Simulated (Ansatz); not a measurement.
Start from `B[Si](O)(F)[SiH3]` and change one atom or group to get `B[SiH](O)F`.

Ansatz, PBE0-D4/def2-TZVP geometries, multiplicity 1. Each molecule was computed in one conformer, which needn't be the lowest.

```tsv
property	`B[Si](O)(F)[SiH3]`
HOMO–LUMO gap (PBE/def2-TZVPP) / eV	2.65
HOMO energy (B3LYP/def2-TZVPP) / eV	-7.41
HOMO energy (PBE/def2-TZVPP) / eV	-6.43
size of the dipole moment (ωB97M-V/def2-TZVPP) / D	0.93
size of the dipole moment (PBE/def2-TZVPP) / D	1.01
LUMO energy (ωB97M-V/def2-TZVPP) / eV	-0.88
```

Problem. Give the same properties after the change, and the shifts. (An estimate is asked.)

Solution. The calculation gave: 
```tsv
property	`B[SiH](O)F`	shift
HOMO–LUMO gap (PBE/def2-TZVPP) / eV	3.17	0.52
HOMO energy (B3LYP/def2-TZVPP) / eV	-8.09	-0.68
HOMO energy (PBE/def2-TZVPP) / eV	-6.93	-0.50
size of the dipole moment (ωB97M-V/def2-TZVPP) / D	1.86	0.93
size of the dipole moment (PBE/def2-TZVPP) / D	1.75	0.74
LUMO energy (ωB97M-V/def2-TZVPP) / eV	-0.75	0.13
```

With PBE0 the HOMO falls by 0.69 eV and the LUMO rises by 0.07 eV, so the gap widens by about 0.76 eV. PBE moves the HOMO by -0.50 eV and ωB97M-V by -0.87 eV. Dipoles are sizes alone; their direction can turn.

B3LYP here is the variant with VWN-RPA as its local correlation; programs differ in this.
